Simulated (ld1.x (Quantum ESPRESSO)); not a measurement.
**Before and after: ultrasoft potential for indium**

```
Element                 : In (Z = 49)
Generator               : ld1.x (Quantum ESPRESSO) 7.5
Type                    : ultrasoft
Functional              : PBEsol
Relativity              : scalar-relativistic
Frozen core             : [Kr] 4d10
Valence charge          : 3
Reference configuration : 5s1 5p2
Partial waves           : 5s (bound): rcut 1.65, rcutus 2.05 bohr; 5s channel at 0.2 Ry: rcut 1.65, rcutus 2.05 bohr; 5p (bound): rcut 2.35, rcutus 2.90 bohr; 5p channel at 0.4 Ry: rcut 2.35, rcutus 2.90 bohr; 5d channel at 0.5 Ry: rcut 2.30, rcutus 3.05 bohr
Local potential         : all-electron potential smoothed inside 2.10 bohr (lloc = -2)
Core correction         : a·sin(br)/r model core inside 1.40 bohr
Augmentation charge     : built from norm-conserving waves at rcut, not smoothed further
```

All-electron outer shells of the reference configuration (PBEsol, scalar-relativistic, ld1.x):

```csv
shell,level (eV),outermost node (bohr),outermost maximum (bohr)
4p,-79.70,0.42,0.82
4d,-20.21,0.40,0.94
5s,-9.25,1.02,2.13
5p,-3.24,1.14,2.78
```

Change: waves 5p (bound): rcut 2.35, rcutus 4.04 bohr; 5p channel at 0.4 Ry: rcut 2.35, rcutus 4.04 bohr.

Cutoffs: the cutoffs (Ry, on a coarse ladder) from which the occupation-weighted sum of valence levels, in a spherical-Bessel basis at the reference potential, stays within 10 and 1 mRy of its value at 400 Ry; they do not see the model core or the augmentation charge, which bear on the density cutoff. Errors are all-electron minus pseudo energies relative to the spin-unpolarised reference configuration.

What does the change do?

Both files are so soft that the ladder of cutoffs tells neither apart; the errors of the 7 common tests hardly move; neither file shows a bound ghost.

```csv
quantity,base,changed
"cutoff, loose",8 Ry,8 Ry
"cutoff, tight",10 Ry,10 Ry
bound ghosts,none,none
"error for 5s2 5p1, meV [ΔE -5.88 eV]",-25,-24
"error for 5s2 5p0, meV [ΔE -0.52 eV]",-15,-15
"error for 5s1 5p0, meV [ΔE 18.76 eV]",-114,-114
"error for 5s0 5p3, meV [ΔE 6.14 eV]",-26,-25
"error for 5s2 5p0.5, meV [ΔE -3.94 eV]",-18,-18
"error for 5s1 5p1, meV [ΔE 6.14 eV]",-14,-14
"error for 5s2 5p1.3, meV [ΔE -6.41 eV]",-27,-27
lowest overlap eigenvalue by channel,"s 0.41, p 0.58, d 1.00","s 0.41, p 0.13, d 1.00"
```
